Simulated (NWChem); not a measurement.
Species: H₂PO₄ anion

```xyz
7

O     -1.0258    -0.8757    -0.8429
P      0.0000     0.0000    -0.1584
O      1.0258     0.8757    -0.8429
O      0.8572    -0.9751     0.9157
O     -0.8572     0.9751     0.9157
H      1.7365    -0.5840     0.9836
H     -1.7365     0.5840     0.9836
```
Atoms are numbered in this order, from 1.

Results from NWChem. Sets without diffuse functions describe the anion's extra electron poorly. All runs use the structure optimised with B3LYP/def2-SVPD. No frequency run checked for a minimum. Vzz is the largest principal value of the second derivative of the potential at the nucleus (NWChem prints the opposite sign); η is the asymmetry. Non-relativistic.

```csv
level,Vzz O3 (a.u.),η O3,Vzz O5 (a.u.),η O5
Hartree-Fock/cc-pVTZ,___,0.01,___,0.87
Hartree-Fock/def2-SVP,1.037,0.02,1.594,0.85
PBE0/def2-SVP,0.947,0.03,1.510,0.85
PBE0/cc-pVTZ,0.908,0.01,1.461,0.88
```

Task: Some entries are withheld; supply them.

Result: 
- Hartree-Fock/cc-pVTZ, Vzz O3 (a.u.): 0.970
- Hartree-Fock/cc-pVTZ, Vzz O5 (a.u.): 1.539
